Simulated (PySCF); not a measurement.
**Li (lithium, neutral) across methods**

[He] 3d1, 2D determinant (an excited configuration). Computed with PySCF 2.14 in aug-cc-pVTZ, with the non-relativistic Hamiltonian (point nucleus).

```json
{"method": "PBE", "E (hartree)": "-7.3111", "mean ε 1s α (eV)": "-55.917", "mean ε 1s β (eV)": "-55.914", "mean ε 3d α (eV)": "-0.246", "Σ⟨r²⟩ (bohr²)": "48.48", "⟨S²⟩": "0.750"}
{"method": "PBE0", "E (hartree)": "-7.3124", "mean ε 1s α (eV)": "-60.008", "mean ε 1s β (eV)": "-60.006", "mean ε 3d α (eV)": "-0.439", "Σ⟨r²⟩ (bohr²)": "48.26", "⟨S²⟩": "0.750"}
{"method": "PW91", "E (hartree)": "-7.3215", "mean ε 1s α (eV)": "-56.104", "mean ε 1s β (eV)": "-56.099", "mean ε 3d α (eV)": "-0.244", "Σ⟨r²⟩ (bohr²)": "48.42", "⟨S²⟩": "0.750"}
{"method": "LDA", "E (hartree)": "-7.1896", "mean ε 1s α (eV)": "-55.135", "mean ε 1s β (eV)": "-55.133", "mean ε 3d α (eV)": "-0.047", "Σ⟨r²⟩ (bohr²)": "48.71", "⟨S²⟩": "0.750"}
{"method": "r2SCAN", "E (hartree)": "-7.3278", "mean ε 1s α (eV)": "-57.469", "mean ε 1s β (eV)": "-57.472", "mean ε 3d α (eV)": "-0.098", "Σ⟨r²⟩ (bohr²)": "48.58", "⟨S²⟩": "0.750"}
{"method": "UHF", "E (hartree)": "-7.26764", "mean ε 1s α (eV)": "-71.520", "mean ε 1s β (eV)": "-71.520", "mean ε 3d α (eV)": "-0.851", "Σ⟨r²⟩ (bohr²)": "47.89", "⟨S²⟩": "0.750"}
{"method": "B3LYP", "E (hartree)": "-7.3393", "mean ε 1s α (eV)": "-59.562", "mean ε 1s β (eV)": "-59.562", "mean ε 3d α (eV)": "-0.405", "Σ⟨r²⟩ (bohr²)": "48.32", "⟨S²⟩": "0.750"}
{"method": "r2SCAN0", "E (hartree)": "-7.3229", "mean ε 1s α (eV)": "-61.124", "mean ε 1s β (eV)": "-61.125", "mean ε 3d α (eV)": "-0.284", "Σ⟨r²⟩ (bohr²)": "48.37", "⟨S²⟩": "0.750"}
```

Question: Estimate the same row for CAM-B3LYP.

Answer: E (hartree) = -7.3076; mean ε 1s α (eV) = -61.474; mean ε 1s β (eV) = -61.474; mean ε 3d α (eV) = -0.706; Σ⟨r²⟩ (bohr²) = 47.87; ⟨S²⟩ = 0.750.

The outer electron is Rydberg-like, and this basis confines it to a smaller radius and binds it less than a complete one would.
